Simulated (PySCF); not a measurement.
# Dipole response of Lu(2+) (lutetium, charge +2)

[Xe] 4f14 6s1, 2S determinant. Computed with PySCF 2.14 in ANO-RCC-VTZP (8s7p5d3f2g1h, 104 functions), with scalar relativity by spin-free X2C-1e. Coupled (time-dependent) response in atomic units; α is the mean over directions. The basis has no added diffuse functions, which lowers α and C₆.

| method | mean α (bohr³) | C₆ (like pair) | S(−4) |
| --- | --- | --- | --- |
| PW91 | 32.35 | 198.3 | 733.6 |

S(−4) is the Cauchy moment in α(ω) = α(0) + S(−4) ω² + …

α(iu) at PW91:

```tsv
u (hartree)	α(iu) (bohr³)
0	32.35
0.0500	30.63
0.100	26.53
0.200	17.96
0.300	12.47
0.500	7.410
0.750	4.958
1.00	3.761
1.50	2.510
2.00	1.840
3.00	1.153
5.00	0.6166
```

A single London oscillator, α(iu) = α/(1 + u²/ω²), gives C₆ = (3/4) ω α². Matching the computed C₆ needs ω = 4 × 198.3 / (3 × 32.35²) = 0.253 hartree.

For an ion, C₆ is the dispersion term alone; charge-induced terms of lower order in 1/R come first.

Spin-orbit coupling, which splits the p, d and f shells strongly at this Z, is absent.
